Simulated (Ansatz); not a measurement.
Results of the Gaussian-basis code of Ansatz.

A structure relaxed at PBE0-D4/def2-TZVP, charge 0, multiplicity 1:

| atom | x (Å) | y (Å) | z (Å) |
| --- | --- | --- | --- |
| O1 | 1.3885 | 1.4917 | 0.2699 |
| Si2 | 0.6433 | 0.1298 | -0.2669 |
| F3 | 1.6440 | -0.6811 | -1.2331 |
| Si4 | 0.1339 | -1.3225 | 1.5138 |
| Si5 | -1.1947 | 0.8567 | -1.5286 |
| H6 | 2.1105 | 1.4053 | 0.8953 |
| H7 | -0.3687 | -2.6265 | 1.0064 |
| H8 | -0.9112 | -0.7059 | 2.3753 |
| H9 | 1.3492 | -1.5610 | 2.3428 |
| H10 | -0.7626 | 1.7688 | -2.6202 |
| H11 | -1.8829 | -0.3234 | -2.1175 |
| H12 | -2.1495 | 1.5678 | -0.6372 |

Problem. Give its formula and SMILES.

Solution. FH7OSi3, `O[Si](F)([SiH3])[SiH3]`.

Problem. Summarise the bond lengths by kind.

Solution. 1 × O–Si 1.643 Å; 1 × H–O 0.959 Å; 1 × F–Si 1.610 Å; 2 × Si–Si 2.345 to 2.354 Å; 6 × H–Si 1.487 to 1.490 Å.
